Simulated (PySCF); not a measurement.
Species: C3H5ClSi.
Numbering: `[CH3:1][C:2]#[C:3][SiH2:4][Cl:5]` (hydrogens: H6, H7, H8 on C1; H9, H10 on Si4)

The same species was optimised twice, with GFN2-xTB and with PBE0-D3(BJ)/def2-SVP (PySCF), and the same property calculations (PySCF, gas phase) were run on both structures.

```
    coordinate  GFN2-xTB  PBE0-D3(BJ)/def2-SVP  change
   Si4–Cl5 (Å)     2.027                 2.070  +0.043
   Si4–H10 (Å)     1.461                 1.487  +0.026
    Si4–H9 (Å)     1.461                 1.487  +0.026
    C3–Si4 (Å)     1.841                 1.816  -0.025
     C2≡C3 (Å)     1.206                 1.219  +0.013
     C1–H6 (Å)     1.090                 1.101  +0.011
     C1–H7 (Å)     1.090                 1.101  +0.011
     C1–H8 (Å)     1.090                 1.101  +0.011
     C1–C2 (Å)     1.444                 1.450  +0.006
H9–Si4–H10 (°)     112.7                 110.6    -2.1
C3–Si4–Cl5 (°)     108.6                 110.1    +1.5
  C2–C1–H8 (°)     109.9                 111.0    +1.1
  H6–C1–H7 (°)     109.0                 108.0    -1.0
  C2–C1–H7 (°)     109.9                 110.9    +1.0
  H6–C1–H8 (°)     109.0                 108.0    -1.0
  H7–C1–H8 (°)     109.0                 108.1    -0.9
  C2–C1–H6 (°)     110.0                 110.8    +0.8
```

Rotational constants: A = 8639, B = 1212, C = 1084 MHz (GFN2-xTB) against A = 8635, B = 1186, C = 1063 MHz (PBE0-D3(BJ)/def2-SVP).

On the GFN2-xTB structure: lowest singlet, TDDFT (eV) 5.84 [CAM-B3LYP/def2-SVPD]; isotropic polarisability (au) 74.9 [CAM-B3LYP/def2-SVPD]; HOMO (eV) -9.28 [CAM-B3LYP/def2-SVPD]; LUMO (eV) 0.59 [CAM-B3LYP/def2-SVPD]; dipole (D) 2.44 [CAM-B3LYP/def2-SVPD]; HOMO (eV) -7.96 [PBE0/pcSseg-1]; LUMO (eV) -0.37 [PBE0/pcSseg-1]; dipole (D) 2.60 [PBE0/pcSseg-1]; GIAO shielding of C1 (ppm) 180.9 [PBE0/pcSseg-1]; GIAO shielding of C2 (ppm) 71.2 [PBE0/pcSseg-1]; GIAO shielding of C3 (ppm) 104.1 [PBE0/pcSseg-1]; GIAO shielding of Si4 (ppm) 396.7 [PBE0/pcSseg-1]; GIAO shielding of Cl5 (ppm) 990.2 [PBE0/pcSseg-1].

What do these properties become on the PBE0-D3(BJ)/def2-SVP structure?

| property | level | on GFN2-xTB | on PBE0-D3(BJ)/def2-SVP | change |
| --- | --- | --- | --- | --- |
| lowest singlet, TDDFT (eV) | CAM-B3LYP/def2-SVPD | 5.84 | 5.65 | -0.19 |
| isotropic polarisability (au) | CAM-B3LYP/def2-SVPD | 74.9 | 76.9 | +2.0 |
| HOMO (eV) | CAM-B3LYP/def2-SVPD | -9.28 | -9.32 | -0.04 |
| LUMO (eV) | CAM-B3LYP/def2-SVPD | 0.59 | 0.41 | -0.18 |
| dipole (D) | CAM-B3LYP/def2-SVPD | 2.44 | 2.84 | +0.40 |
| energy, GFN2-xTB geometry as zero (kcal/mol) | CAM-B3LYP/def2-SVPD | 0.0 | -1.3 | -1.3 |
| HOMO (eV) | PBE0/pcSseg-1 | -7.96 | -8.01 | -0.05 |
| LUMO (eV) | PBE0/pcSseg-1 | -0.37 | -0.60 | -0.23 |
| dipole (D) | PBE0/pcSseg-1 | 2.60 | 3.01 | +0.41 |
| energy, GFN2-xTB geometry as zero (kcal/mol) | PBE0/pcSseg-1 | 0.0 | -0.9 | -0.9 |
| GIAO shielding of C1 (ppm) | PBE0/pcSseg-1 | 180.9 | 178.4 | -2.5 |
| GIAO shielding of C2 (ppm) | PBE0/pcSseg-1 | 71.2 | 67.2 | -4.0 |
| GIAO shielding of C3 (ppm) | PBE0/pcSseg-1 | 104.1 | 103.5 | -0.6 |
| GIAO shielding of Si4 (ppm) | PBE0/pcSseg-1 | 396.7 | 395.0 | -1.7 |
| GIAO shielding of Cl5 (ppm) | PBE0/pcSseg-1 | 990.2 | 976.7 | -13.5 |

The heavy atoms differ by 0.027 Å rms after alignment. Among all bonds Si4–Cl5 changes most (+0.043 Å). Changes are differences of the printed values. Neither structure is proved a minimum here.
